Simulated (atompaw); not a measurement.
## Before and after: PAW (atompaw) potential for Rb (Z = 37)

```
Element                 : rubidium
Generator               : atompaw 4.2.0.5
Type                    : PAW
Functional              : PBEsol
Relativity              : scalar-relativistic
Frozen core             : [Ar] 3d10 4s2
Valence charge          : 7
Reference configuration : 4p6 5s1 5p0
Partial waves           : 5s (bound): rc 3.00 bohr; 5s channel at 0.7 Ry: rc 3.00 bohr; 4p (bound): rc 2.70 bohr; 5p (bound, empty): rc 3.00 bohr; 4d channel at 0.45 Ry: rc 3.00 bohr; 4d channel at 0.8 Ry: rc 3.00 bohr
Local potential         : troulliermartins scheme with l = 3 at -0.5 Ry, radius 2.10 bohr
Core correction         : smooth core density matched at 2.75 bohr
Augmentation charge     : besselshape compensation charge, radius 2.85 bohr; PAW radius 3.00 bohr; waves and projectors: custom polynom vanderbiltortho
```

Change: augmentation besselshape compensation charge, radius 2.85 bohr; PAW radius 3.00 bohr; waves and projectors: custom polynom2 7 10 vanderbiltortho.

Cutoffs: the cutoffs (Ry, on a coarse ladder) from which the occupation-weighted sum of valence levels, in a spherical-Bessel basis at the reference potential, stays within 10 and 1 mRy of its value at 400 Ry; they do not see the model core or the augmentation charge, which bear on the density cutoff.

**Question.** What does the change do?

**Answer.** The potential gets harder (10 Ry and 18 Ry → 25 Ry and 50 Ry); both files keep a bound ghost (s); the range in which the s phases agree narrows (upper end 3.8 → 1.9).

```tsv
quantity	base	changed
cutoff, loose	10 Ry	25 Ry
cutoff, tight	18 Ry	50 Ry
loose cutoff by channel (10 mRy a level)	s 6 Ry, p 8 Ry	s 6 Ry, p 12 Ry
bound ghosts	s	s
s: phases at 3.02 bohr within 0.05 rad from the reference energy up to (Ry; the scan ends near 5)	3.8	1.9
p: phases at 3.02 bohr within 0.05 rad from the reference energy up to (Ry; the scan ends near 5)	0.9	0.7
d: phases at 3.02 bohr within 0.05 rad from the reference energy up to (Ry; the scan ends near 5)	to the end of the scan	to the end of the scan
lowest overlap eigenvalue by channel	s 0.53, p 0.78, d 0.93	s 0.42, p 0.71, d 0.90
```

 A true bound ghost makes a file unfit for plane-wave use even where its test errors are small: the radial tests pick states by their node count and pass the ghost by. The cutoffs see the waves, projectors and local potential, not the compensation charge or the core.
